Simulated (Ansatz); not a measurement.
Ni2O, relaxed as a singlet with RKS B3LYP-D4/def2-TZVP in Ansatz, starting from the GFN2-xTB geometry. Force threshold 0.02 eV/Å.

The restricted singlet is unstable towards broken spin symmetry at other levels; at B3LYP-D4/def2-TZVP this wasn't settled. At B3LYP-D4/def2-TZVP a triplet of charge 0 lies 0.86 eV below the restricted singlet, each at its own geometry. The structure comes from a short search, and lower isomers may exist.

Start:

```csv
atom,x (Å),y (Å),z (Å)
Ni1,-0.832,0.806,-0.016
Ni2,0.152,-1.083,-0.384
O3,0.680,0.277,0.400
```

```json
{"step": "1", "energy (eV)": "-84135.9272", "largest force component (eV/Å)": "2.542", "SCF passes": "25"}
{"step": "2", "energy (eV)": "-84136.0217", "largest force component (eV/Å)": "1.435", "SCF passes": "38"}
{"step": "3", "energy (eV)": "-84136.0701", "largest force component (eV/Å)": "0.009", "SCF passes": "38"}
```

Force components are those of the run's own axes.

End:

```xyz
3

Ni   -0.866    0.843   -0.014
Ni    0.163   -1.129   -0.399
O     0.703    0.286    0.414
```

By distances, no bond broke or formed. The bond that changes most is Ni1–O3, from 1.66 to 1.72 Å (atoms count from 1).

No frequencies were taken in this run, so the end may be a saddle point.

Hardware: 4 threads of Arm Neoverse V2 on a shared host. Wall time 4.7 s.
